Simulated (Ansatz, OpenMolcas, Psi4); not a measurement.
How methods differ on SiClOF2 (SMILES [O][Si](F)(F)Cl)

SiClOF2: 5 atoms, total charge 0, spin state doublet. SMILES: `[O][Si](F)(F)Cl`. The coordinates come from a PBE0-D4/def2-TZVP relaxation.

```xyz
5

O    -0.1731    0.0487    1.6224
Si    0.0710   -0.0922    0.0056
F    -0.3746   -1.4933   -0.5427
F     1.5817    0.0744   -0.3839
Cl   -1.0551    1.3887   -0.7428
```

Quantity: the vertical ionisation energy (to the singlet cation), in eV. The values are calculated.

| level | kind | program | value (eV) | CPU time (all runs) |
| --- | --- | --- | --- | --- |
| UBLYP/def2-SVP | GGA | Ansatz | 12.70 | 17 s |
| UPBE/def2-SVP | GGA | Ansatz | 12.95 | 15 s |
| U-r2SCAN0/def2-SVP | hybrid meta-GGA | Ansatz | 14.51 | 36 s |
| UB3LYP/def2-SVP | global hybrid | OpenMolcas | 13.73 | 62 s |
| UCAM-B3LYP/def2-SVP | range-separated hybrid | Ansatz | 14.24 | 21 s |
| UBCCD(T)/def2-SVP | coupled cluster or CI | Ansatz | 12.84 | 72 s |
| UCCSD(T)/def2-SVP | coupled cluster or CI | Psi4 | 12.02 | 73 s |
| UCCSD/def2-SVP | coupled cluster or CI | Ansatz | 13.69 | 48 s |

The values span 12.02 to 14.51 eV. The coupled-cluster rows rest on a doubtful reference here (large T1 or Brueckner and Hartree–Fock orbitals at odds), and rows may lie in different states. CPU times are rough (shared hosts, several kinds of processor and program).
